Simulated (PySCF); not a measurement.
MgF, SMILES [F][Mg+], charge +1.

Coordinates come from a r2SCAN-D4/def2-TZVPD optimisation. The multiplicity is an assumed one; other spin states were not compared.

Vertical ionisation energy (IE) and electron affinity (EA) in eV. Rows of orbital energies are one-electron estimates. Where ΔSCF, EOM or ADC give a negative EA the extra electron is unbound and the value depends on the basis.

```csv
level,IE,EA
"−ε(HOMO), −ε(LUMO), PBE0/def2-TZVPD (PySCF)",15.66,9.88
"−ε(HOMO), −ε(LUMO), CAM-B3LYP/def2-TZVPD (PySCF)",17.32,9.31
```
